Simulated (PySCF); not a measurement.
CH5Ge2N, SMILES [GeH2]1[N]=[CH][GeH2]1. Geometry optimised at PBE-D3(BJ)/def2-SVP. This is a generated structure with no PubChem entry under its InChIKey; it may be hypothetical.

The numbers are results of PBE-D3(BJ)/def2-SVP in PySCF, not measurements.

Harmonic wavenumbers (cm⁻¹): 162, 245, 309, 338, 456, 493, 509, 560, 597, 660, 680, 830, 838, 848, 1213, 1571, 2010, 2037, 2044, 2068, 2947. Rotational constants (GHz): 5.411, 1.964, 1.496; symmetry number 1.

Q: Work out the zero-point energy and the ideal-gas rigid-rotor harmonic-oscillator thermochemistry at 298.15 K and 1 atm.

A: ZPE = ½ Σ hcν = ½ × 21412 cm⁻¹ = 128.07 kJ/mol. H − E(el) = 146.99 kJ/mol. Entropy in J/(mol K): translation 173.25, rotation 114.66, vibration 47.02, total 334.94. G − E(el) = 47.13 kJ/mol. Cp = 103.39 J/(mol K).
